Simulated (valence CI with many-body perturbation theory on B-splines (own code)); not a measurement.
**Assign the levels of Ge XI**

Computed by relativistic CI+MBPT: four valence electrons over a frozen Dirac-Fock core [Ar], a basis of 7 s, 7 p, 8 d, 6 f, 4 g, 1 h functions for each j, with the one-electron correlation potential Σ1, the two-electron term Σ2, the three-electron term Σ3, Breit, model QED; selected CI, second order for the rest, scaled by the run's own slope (own B-spline code, finite nucleus).

No measured spectrum was set against this ion. As an estimate, terms of the open shell hold to 2 to 4 % of their energy, and close levels can change places. Excitations out of the core, of the other parity, are not computed and may begin above about 64.6 eV (a cautious bound); beyond it only levels of the ground parity were kept, without lifetimes.

```
No.  J  Parity  E (cm⁻¹)      g
  2  1    even       869  1.500
  3  2    even      2358  1.499
  4  3    even      4252  1.498
  5  4    even      6408  1.497
  7  4    even     42920  0.845
  8  5    even     44964  1.044
  9  1    even     45468  1.490
 10  6    even     46573  1.162
 11  3    even     48332  0.987
 12  2    even     48756  0.672
 13  4    even     49458  1.173
 14  2    even     52063  1.487
 15  3    even     54743  0.847
 16  4    even     55629  1.070
```

Energies count from the lowest level. Strongly mixed levels and levels close to another of their J and parity, and those with J = 0 are left out, so the numbers can have gaps.

Task: Give configuration and LS term of each level.

Result: 2: 3d⁴ ⁵D; 3: 3d⁴ ⁵D; 4: 3d⁴ ⁵D; 5: 3d⁴ ⁵D; 7: 3d⁴ ³H; 8: 3d⁴ ³H; 9: 3d⁴ ³P; 10: 3d⁴ ³H; 11: 3d⁴ ³F; 12: 3d⁴ ³F; 13: 3d⁴ ³F; 14: 3d⁴ ³P; 15: 3d⁴ ³G; 16: 3d⁴ ³G.
